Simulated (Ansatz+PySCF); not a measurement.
The numbers below are computed, except where a source is named.
Input for Ansatz (development build ahead of 0.2.0):

```yaml
crystal:
  periodic: [false, false, false]
  atoms:
    - { symbol: Li, position_ang: [-0.8556, -0.8556, -0.8556] }
    - { symbol: F, position_ang: [-0.949, -0.949, 0.949] }
    - { symbol: F, position_ang: [-0.949, 0.949, -0.949] }
    - { symbol: Li, position_ang: [-0.8556, 0.8556, 0.8556] }
    - { symbol: F, position_ang: [0.949, -0.949, -0.949] }
    - { symbol: Li, position_ang: [0.8556, -0.8556, 0.8556] }
    - { symbol: Li, position_ang: [0.8556, 0.8556, -0.8556] }
    - { symbol: F, position_ang: [0.949, 0.949, 0.949] }
basis:
  gaussian: { orbitals: def2-SVP }
magnetization:
  spin_polarized: true
hamiltonian:
  xc: { name: wB97X }
scf:
  omitted_lower_state_checks: [stability, starts, atomic_configurations, cluster_reference, orbital_swaps, given_window_search, neighbouring_geometries, increment]
```

The input is written out in the form of the current development build from the run's settings.

Results

* Converged: yes
* Total energy: -429.55627 hartree
* Spin squared of the determinant: 0.000
* Occupied orbitals by symmetry in an Abelian subgroup (alpha; beta): 10 A1 2 A2 6 B1 6 B2; 10 A1 2 A2 6 B1 6 B2

This is not the lowest solution: another run reaches a determinant 0.01 eV lower.
